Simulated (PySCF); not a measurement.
## Indirect couplings

Geometry:
```csv
atom,x (Å),y (Å),z (Å)
O1,2.142,-0.739,-0.469
C2,1.572,0.293,-0.205
O3,1.744,1.476,-0.378
C4,0.089,-0.008,0.621
F5,0.138,-1.136,1.398
F6,-0.249,1.005,1.481
C7,-1.058,-0.178,-0.364
F8,-2.264,-0.420,0.216
F9,-0.860,-1.201,-1.203
F10,-1.245,0.912,-1.119
```

Total charge -1.

Method: B3LYP/pcJ-1//GFN2-xTB, PySCF 2.14.0 with density-fitted response routines; isolated molecule, single conformer, non-relativistic. Couplings are averaged over pairs made equivalent by symmetry, fast rotation or ring inversion, so a value needn't be that of the named pair in this geometry, while other rotamers aren't included; one pair stands for each set, and the list holds those of at least 1.5 Hz over up to four bonds, among pairs with at least one F atom (others weren't computed). One-bond C–F couplings come out tens of Hz too large with common functionals.

Isotopes: ¹³C, ¹⁹F.

```
  pair  bonds  J (Hz)
C4, F5      1  -352.3
C7, F8      1  -351.9
C2, F5      2       ?
C4, F8      2    37.9
F5, F6      2   236.8
F5, C7      2    35.0
F8, F9      2    76.1
F5, F8      3       ?
```

Question: Estimate the withheld couplings, with signs.

Answer: 
- ²J(C2,F5) = 15.5 Hz (angle at C4 113°)
- ³J(F5,F8) = -5.7 Hz (mean over equivalent pairs that range from -12.7 to 5.7 Hz in this conformer)
